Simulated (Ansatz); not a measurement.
Cartesian coordinates in Å:
```
C 0.500 -0.154 2.371
Sn 0.909 -0.454 0.319
Cl 0.196 -2.590 -0.290
O -0.259 0.769 -0.652
Si -1.080 0.744 -2.065
H 1.094 -0.839 2.974
H 0.734 0.876 2.640
H -0.560 -0.345 2.536
H 2.483 -0.259 -0.298
H -2.325 -0.063 -1.954
H -1.442 2.143 -2.416
H -0.250 0.172 -3.163
```

Total charge 0; spin multiplicity 1. Sn takes the def2 core potential.

(1) List the B3LYP/def2-TZVPP orbital energies in eV (Ansatz). (Estimate.)

Answers

(1) The calculation gave: Occupied: -2762.11, -1799.10, -520.23, -277.49, -256.84, -195.86, -195.73, -195.72, -143.55, -139.68, -98.89, -98.85, -98.85, -94.60, -94.53, -94.45, -29.24, -28.91, -28.79, -28.73, -28.69, -25.89, -21.81, -19.60, -15.03, -13.46, -11.98, -11.97, -10.96, -10.56, -10.51, -9.67, -9.37, -8.78, -8.53, -8.36, -8.10. Lowest empty: -1.06, -0.47, -0.18, 0.73, 1.38, 1.71, 1.81, 1.89.

B3LYP here is the variant with VWN-RPA as its local correlation; programs differ in this.
